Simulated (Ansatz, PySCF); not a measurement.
## A small calculation by hand: transport gap, exciton binding and injection barriers

benzoquinone (C₆H₄O₂), SMILES C1(C=CC(C=C1)=O)=O.

Geometry: PBE0-D3(BJ)/def2-SVP.

Gas-phase, vertical values: ionisation energy 9.33 eV and electron affinity 1.86 eV from ΔSCF with PBE/def2-SVPD (Ansatz, an electronic-structure program); S1 1.95 eV and T1 1.53 eV from TDA-PBE/def2-SVPD (PySCF). Assume, for the exercise, a film of permittivity 3.0, a cavity radius of 6.0 Å and electrodes of work function 4.7 eV (anode) and 2.9 eV (cathode), with aligned vacuum levels.

### Question
Work out the fundamental gap and exciton binding energy in the gas phase, the levels in the film by Born's model, the injection barriers and the thermal weight of S1 against T1 at 298 K.

### Answer

Fundamental gap IE − EA = 7.47 eV; exciton binding = gap − S1 = 5.52 eV.
Born polarisation P = (14.3996 eV Å / 2r)(1 − 1/ε) = 0.80 eV. Film: IE = 8.53 eV, EA = 2.66 eV, transport gap 5.87 eV; with S1 unchanged the binding falls to 3.92 eV.
Hole barrier IE − Φ(anode) = 3.83 eV; electron barrier Φ(cathode) − EA = 0.24 eV (a negative value means no barrier, and the level would pin).
ΔE(ST) = S1 − T1 = 0.42 eV, and the triplet has three sublevels, so the ratio S1/T1 is (1/3) exp(−ΔE/kT) = 2.7e-8 with kT = 0.02569 eV: too wide a gap for thermal return to the singlet. All inputs carry the errors of their functional, and relaxed states would shift them.
